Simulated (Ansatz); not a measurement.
`BBr` + `[OH][GeH3]` → `B[O][GeH3]` + HBr at 700 K and 1 bar (ligand exchange at a B–Br bond).

Gas-phase electronic energies from Ansatz, PBE0-D4/def2-TZVP geometries. CBS: MP2 limit from def2 TZ/QZ plus the TZ coupled-cluster correction, frozen cores. For Br, Ge outer-core shells are correlated without core-valence functions, which leaves a few kJ/mol of doubt a bond. Scalar relativity is left out up to krypton.

```json
{"species": "`BBr`", "CCSD(T)/CBS energy (Eh)": "-2599.32470", "H − E (kJ/mol)": "85.7", "S (J/(mol·K))": "289.3"}
{"species": "`[OH][GeH3]`", "CCSD(T)/CBS energy (Eh)": "-2153.69723", "H − E (kJ/mol)": "141.7", "S (J/(mol·K))": "338.7"}
{"species": "`B[O][GeH3]`", "CCSD(T)/CBS energy (Eh)": "-2179.12438", "H − E (kJ/mol)": "187.4", "S (J/(mol·K))": "392.9"}
{"species": "HBr", "CCSD(T)/CBS energy (Eh)": "-2573.91920", "H − E (kJ/mol)": "36.5", "S (J/(mol·K))": "223.7"}
```

H − E and S are ideal-gas, rigid-rotor, harmonic terms from PBE0-D4/def2-TZVP. 1 Eh = 2625.50 kJ/mol, R = 8.31446 J/(mol·K).

Task: By hand: ΔE, ΔH, ΔS and ΔG.

Result: ΔE = (-2179.12438) + (-2573.91920) − (-2599.32470) − (-2153.69723) = -0.02165 Eh = -56.8 kJ/mol. Δ(H − E) = 187.4 + 36.5 − 85.7 − 141.7 = -3.5, so ΔH = -60.3 kJ/mol. ΔS = 392.9 + 223.7 − 289.3 − 338.7 = -11.4 J/(mol·K). ΔG = -60.3 − 700 × (-11.4)/1000 = -52.3 kJ/mol.

Task: By hand: the equilibrium constant, and the temperature at which ΔG would vanish if ΔH and ΔS stayed fixed.

Result: log₁₀ K = −ΔG/(RT ln 10) = 3.9. ΔG = 0 at ΔH/ΔS = 5289 K, far beyond where these terms or the molecules hold.

The number of gas molecules stays the same, so ΔS is small and ΔH decides. A doubt of 5 kJ/mol in ΔE shifts log₁₀ K by 0.4 here. These are equilibria of isolated gas molecules and say nothing of rates. Largest T1 diagnostic: 0.013 (customary marks: 0.02 for closed shells, 0.045 for open ones).
